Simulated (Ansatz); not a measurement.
The first iterations of a band of CH7BN2 (11 atoms, charge 0, multiplicity 1).

Theory: UKS LDA/def2-SVP in Ansatz 0.2.0.

```yaml
movable_images: 5
climbing_image: yes
spring: 5.0 eV/Å²
optimiser: quadratic models (default)
start_path: through a guess of the saddle point
force_threshold: 0.05 eV/Å
iteration_limit: 60
end_points: relaxed
```

First end point:

```xyz
11
Properties=species:S:1:pos:R:3
B 0.163 -0.084 0.104
N 1.459 0.432 -0.123
N -0.033 -1.222 0.919
H 0.721 -1.743 1.370
C -1.080 0.605 -0.585
H 2.315 0.025 0.257
H 1.617 1.253 -0.706
H -0.961 -1.606 1.094
H -2.028 0.425 -0.036
H -1.221 0.209 -1.616
H -0.953 1.705 -0.679
```

Last end point:

```xyz
11
Properties=species:S:1:pos:R:3
B -0.953 -0.574 0.211
N 2.085 0.235 0.338
N -0.675 -1.500 1.007
H 1.353 -0.419 0.660
C -1.254 0.564 -0.758
H 2.094 0.192 -0.690
H 1.777 1.181 0.598
H -0.486 -2.256 1.646
H -2.001 1.273 -0.342
H -1.632 0.187 -1.731
H -0.307 1.117 -0.939
```

| iteration | highest image above the first end (eV) | largest band force component (eV/Å) |
| --- | --- | --- |
| 1 | 3.918 | 19.251 |
| 2 | 2.771 | 2.042 |
| 3 | 2.628 | 1.843 |
| 4 | 2.618 | 0.932 |
| 5 | 2.581 | 0.530 |
| 6 | 2.651 | 0.897 |
| 7 | 2.591 | 0.362 |
| 8 | 2.574 | 0.291 |
| 9 | 2.627 | 0.358 |
| 10 | 2.641 | 0.250 |
| 11 | 2.715 | 0.368 |
| 12 | 2.733 | 0.440 |

Question: Does the band converge within its limit, and where does its top end?

Answer: The run converged. It ended after 36 iterations with the highest image 2.546 eV above the first end. A vibrational analysis at the climbing image gives one clearly imaginary mode, 153i cm⁻¹: a first-order saddle point. The orbitals stay closed-shell, which can raise the energy where a bond breaks towards radicals; this wasn't checked here.

The run took 3.5 min on 2 threads of Arm Neoverse V1, with other jobs on the host, peak memory 0.13 GiB.
